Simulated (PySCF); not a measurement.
## Electron correlation in I²⁺ (iodine, charge +2)

[Kr] 4d10 5s2 5p3, high-spin 4S determinant. Computed with PySCF 2.14 in dyall-av2z, with the non-relativistic Hamiltonian (point nucleus). Frozen: [Kr] 4d10; 5 electrons correlated; the 62 highest virtual orbitals of each spin left out.

MP2 pair energies summed by pair of shells (mhartree):

```tsv
pair	energy	share (%)
5s-5p	-36.86	66.2
5p-5p	-12.86	23.1
5s-5s	-5.93	10.7
```

Total MP2 correlation energy: -55.65 mhartree.

Same-spin part -14.44 and opposite-spin part -41.21 mhartree; SCS-MP2 scales them by 1/3 and 6/5 to -54.27 mhartree.
